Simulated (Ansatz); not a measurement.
In9As10H28, a nanocrystal cut from zinc blende InAs (hydrogen-capped). The state is a doublet with charge 0. Geometry PBE-D4/def2-SVP, that of the charge +1 singlet; atoms count from 1.

```xyz
47

As   -2.1500   -3.8775    0.2066
As    1.0299   -2.9525    3.1522
As   -2.3511   -1.7425   -3.3418
As    0.6550   -0.6976   -0.4747
As    0.5022    1.5585   -4.1271
As   -2.5377    1.9912   -0.9361
As    3.4688    2.4165   -1.3641
As   -2.2814   -0.0732    2.4708
As    0.3136    2.8643    1.7222
As    3.7184    0.1142    2.4205
In   -3.3341   -4.1194   -2.2929
In   -0.7616   -1.9242    1.4299
In    3.4595   -2.0470    4.1464
In   -4.1382    0.2888    0.4907
In   -1.0231    0.3395   -2.2763
In    2.0759    1.2745    0.6332
In    2.8797    2.9893   -4.0180
In   -0.8160    4.0676   -0.4622
In   -0.4819    1.4142    3.9036
H    -3.2206   -4.1983    1.2495
H    -1.3070   -5.1315    0.4523
H     1.2196   -4.3904    2.6666
H     0.1498   -3.3044    4.3505
H    -1.5532   -2.0767   -4.6033
H    -3.5051   -1.0476   -4.0631
H     1.5893   -1.7007   -1.1502
H     0.6222    0.5231   -5.2472
H    -0.5231    2.4420   -4.8364
H    -3.3869    2.4399   -2.1304
H     4.8287    1.7192   -1.3187
H     3.9351    3.7173   -0.7133
H    -2.9626   -0.9821    3.4995
H     1.3250    3.8811    2.2623
H     5.0389   -0.0416    1.6641
H     4.1568    1.3125    3.2610
H    -2.3696   -5.3212   -3.0736
H    -4.9967   -3.7915   -2.0031
H     4.5929   -3.1906    3.5208
H     3.0520   -1.3317    5.6565
H    -4.0218   -1.2104   -0.4212
H    -5.5176    1.1297    1.0982
H     2.3769    4.6340   -3.9882
H     3.9845    1.9900   -4.8921
H     0.4056    3.8474   -1.7063
H    -1.6895    5.4765    0.0178
H     0.8526    0.2934    4.1322
H    -1.3041    2.4278    5.0330
```

In the def2 sets In takes a core potential; there is no spin–orbit coupling. Single mean-field runs in def2-TZVP are fitted with def2-universal-jkfit.

**Question.** Estimate the Mulliken populations of the heavy atoms from the PBE0/def2-TZVP orbitals of Ansatz.

**Answer.** 
```json
{"atom": "As1", "charge (e)": "-0.37", "spin (α − β)": "0.02"}
{"atom": "As2", "charge (e)": "-0.37", "spin (α − β)": "0.02"}
{"atom": "As3", "charge (e)": "-0.37", "spin (α − β)": "0.03"}
{"atom": "As4", "charge (e)": "-0.67", "spin (α − β)": "-0.01"}
{"atom": "As5", "charge (e)": "-0.37", "spin (α − β)": "0.03"}
{"atom": "As6", "charge (e)": "-0.57", "spin (α − β)": "0.03"}
{"atom": "As7", "charge (e)": "-0.37", "spin (α − β)": "0.03"}
{"atom": "As8", "charge (e)": "-0.57", "spin (α − β)": "0.02"}
{"atom": "As9", "charge (e)": "-0.57", "spin (α − β)": "0.03"}
{"atom": "As10", "charge (e)": "-0.37", "spin (α − β)": "0.03"}
{"atom": "In11", "charge (e)": "0.38", "spin (α − β)": "0.03"}
{"atom": "In12", "charge (e)": "0.66", "spin (α − β)": "0.13"}
{"atom": "In13", "charge (e)": "0.38", "spin (α − β)": "0.04"}
{"atom": "In14", "charge (e)": "0.44", "spin (α − β)": "0.01"}
{"atom": "In15", "charge (e)": "0.65", "spin (α − β)": "0.14"}
{"atom": "In16", "charge (e)": "0.65", "spin (α − β)": "0.16"}
{"atom": "In17", "charge (e)": "0.37", "spin (α − β)": "0.04"}
{"atom": "In18", "charge (e)": "0.44", "spin (α − β)": "0.01"}
{"atom": "In19", "charge (e)": "0.44", "spin (α − β)": "0.01"}
```
Mulliken values depend strongly on the basis.

**Question.** Where does the spin sit?

**Answer.** Summed by element: As 0.23, In 0.56, H 0.21, of 1 unpaired in all. Largest on single atoms: In16 0.16, In15 0.14, In12 0.13.

**Question.** And the Mayer bond orders between heavy atoms (over 0.3)?

**Answer.** As1–In11 0.55 (2.78 Å); As1–In12 0.57 (2.69 Å); As2–In12 0.58 (2.69 Å); As2–In13 0.55 (2.78 Å); As3–In11 0.55 (2.78 Å); As3–In15 0.57 (2.69 Å); As4–In12 0.63 (2.67 Å); As4–In15 0.62 (2.67 Å); As4–In16 0.61 (2.67 Å); As5–In15 0.57 (2.69 Å); As5–In17 0.55 (2.78 Å); As6–In14 0.59 (2.74 Å); As6–In15 0.78 (2.61 Å); As6–In18 0.58 (2.74 Å); As7–In16 0.56 (2.69 Å); As7–In17 0.55 (2.78 Å); As8–In12 0.78 (2.61 Å); As8–In14 0.58 (2.74 Å); As8–In19 0.58 (2.74 Å); As9–In16 0.77 (2.61 Å); As9–In18 0.58 (2.74 Å); As9–In19 0.59 (2.74 Å); As10–In13 0.56 (2.78 Å); As10–In16 0.56 (2.69 Å).
